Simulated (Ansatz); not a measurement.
Species: C₄H₈Si, SMILES `C#CC[SiH2]C` (charge 0, multiplicity 1).

**Question.** Give a relaxed geometry from B3LYP-D3(BJ)/def2-TZVP (Ansatz, a first-principles code).

**Answer.** This is not unique; one that fits is the end point of this relaxation, one of several conformers (outside a Z-matrix the atoms follow the SMILES, hydrogens last).
Cartesian coordinates (Å) in one orientation:
```xyz
13

C      2.564     0.718    -0.072
C      1.744    -0.160    -0.034
C      0.705    -1.169    -0.017
Si    -0.915    -0.507    -0.760
C     -1.493     1.008     0.170
H      3.301     1.481    -0.101
H      1.018    -2.053    -0.581
H      0.510    -1.501     1.008
H     -0.678    -0.191    -2.189
H     -1.924    -1.593    -0.678
H     -0.729     1.786     0.139
H     -2.409     1.410    -0.267
H     -1.694     0.771     1.217
```
